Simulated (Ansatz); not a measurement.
`[NH2][In]([NH2])[Br]` + HBr → `[NH2][In]([Br])[Br]` + NH₃ at 400 K and 1 bar (ligand exchange at the In–N bond).

Isolated molecules relaxed with PBE0-D4/def2-TZVP in Ansatz; ΔE leaves out vibrations. CCSD(T)/CBS adds triple-zeta CCSD(T) − MP2 to the extrapolated MP2 energy (def2 sets, frozen cores). This one scheme is used for every species. Elements past krypton have def2 core potentials. For Br, In outer-core shells are correlated without core-valence functions, which leaves a few kJ/mol of doubt a bond. Scalar relativity is left out up to krypton. One conformer a species, not always the lowest.

```
               species  CCSD(T)/CBS energy (Eh)  H − E (kJ/mol)  S (J/(mol·K))
`[NH2][In]([NH2])[Br]`              -2875.02519           167.1          403.0
                   HBr              -2573.91920            27.6          207.2
 `[NH2][In]([Br])[Br]`              -5392.48319           100.6          408.1
                   NH₃                -56.50880           104.2          203.1
```

H − E and S are ideal-gas, rigid-rotor, harmonic terms from PBE0-D4/def2-TZVP, for one conformer and one mirror image of each species. 1 Eh = 2625.50 kJ/mol, R = 8.31446 J/(mol·K).

Problem. By hand: ΔE, ΔH, ΔS and ΔG.

Solution. ΔE = (-5392.48319) + (-56.50880) − (-2875.02519) − (-2573.91920) = -0.04760 Eh = -125.0 kJ/mol. Δ(H − E) = 100.6 + 104.2 − 167.1 − 27.6 = 10.1, so ΔH = -114.9 kJ/mol. ΔS = 408.1 + 203.1 − 403.0 − 207.2 = 1.0 J/(mol·K). ΔG = -114.9 − 400 × (1.0)/1000 = -115.3 kJ/mol.

Problem. By hand: the equilibrium constant, and the temperature at which ΔG would vanish if ΔH and ΔS stayed fixed.

Solution. log₁₀ K = −ΔG/(RT ln 10) = 15.1. ΔH and −TΔS have one sign here, so there is no such temperature.

The number of gas molecules stays the same, so ΔS is small and ΔH decides. A doubt of 5 kJ/mol in ΔE shifts log₁₀ K by 0.7 here. Other conformers and mirror images would add mixing entropy, several J/(mol·K) or more a flexible species. These are equilibria of isolated gas molecules and say nothing of rates. Largest T1 diagnostic: 0.012 (customary marks: 0.02 for closed shells, 0.045 for open ones).

ΔS is within the doubt of such terms, so its sign, and with it that verdict, could turn.
